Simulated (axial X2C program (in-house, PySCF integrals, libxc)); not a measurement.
## CoO⁺ at several levels of theory

Computed with an in-house relativistic program for diatomic molecules. Spin-free means the one-electron spin-free X2C Hamiltonian; two-component (2c) means X2C with spin–orbit coupling and atomic mean-field two-electron Coulomb and Gaunt terms, so the difference of the two also holds small scalar two-electron terms. Basis: Co dyall-cv3z [9s10p6d3f2g], O dyall-av3z [7s6p3d2f] (cores contracted in-house); Gaussian nuclei, density fitting, unrestricted open shells. Masses: Co 58.933 u, O 15.995 u.

State, spin-free: M_S = 2, Λ = 2 (beyond evenly filled blocks: σα, π+α, π-α, δ+α, δ+β, δ-α); electrons by block: σα: 9, σβ: 8, π+α: 4, π+β: 3, π-α: 4, π-β: 3, δ+α: 1, δ+β: 1, δ-α: 1. Fragments: Co+ + O.

State, 2c: Ω = 4 (⟨Sz⟩ = 2.00, ⟨Lz⟩ = 2.00 at HF); electrons by block: 1/2: 12, -1/2: 12, 3/2: 5, -3/2: 4, 5/2: 1. Fragments: Co+ + O.

| Hamiltonian | level | Re (Å) | ωe (cm⁻¹) | ωexe (cm⁻¹) | De (eV) | D0 (eV) | k (mdyn/Å) | μ (D) |
| --- | --- | --- | --- | --- | --- | --- | --- | --- |
| spin-free | PBE0 | 1.610 | 808.5 | 7.53 | 3.04 | 2.99 | 4.85 | -4.16 |
| spin-free | HF | 1.771 | 741.6 | 3.37 | n/a | n/a | 4.08 | -6.59 |
| spin-free | MP2 | 1.701 | 711.7 | 3.6 | 1.93 | 1.89 | 3.75 | n/a |
| spin-free | B97-3 | 1.622 | 775.9 | 8.44 | 2.86 | 2.82 | 4.46 | -4.22 |
| 2c | HF | 1.771 | 741.1 | 3.37 | n/a | n/a | 4.07 | -6.59 |
| 2c | MP2 | 1.702 | 711.4 | 3.58 | n/a | n/a | 3.75 | n/a |

Correlated methods: 14 electrons correlated (number of frozen shells: Co 3 s, 2 p; O 1 s), 250 virtual spin orbitals or spinors in MP2.

Dipoles are positive if O is the positive end and refer to the centre of mass.

Occupations by symmetry block were frozen at the best pattern of an incomplete PBE0 search. De is counted from the lowest determinant-based energies of the atoms at the same level, without counterpoise correction. De is not given where an atomic determinant may have missed its ground term or J level, or where the truncated virtual space spoils (T). Without a current term, density functionals place determinants with orbital angular momentum somewhat too high. With several unpaired electrons one determinant need not be a pure state. Open-shell Ω = 0 determinants with evenly filled partner blocks cannot be reached by this program, so the Ω shown need not be the lowest component.

No reliable constants came from B97-3 (2c), CCSD (2c), CCSD (spin-free), CCSD(T) (2c), CCSD(T) (spin-free), PBE0 (2c): no minimum in range, unconverged points, a curve that is not smooth, a change of character along it, or the two Hamiltonians disagreeing along it.

Rough cost a point (2c) on 1 thread(s) of a shared host, integrals apart: HF 0.4 s.

The whole task took 6.5 min on 1 thread of Intel(R) Xeon(R) Processor @ 2.30GHz (shared host).
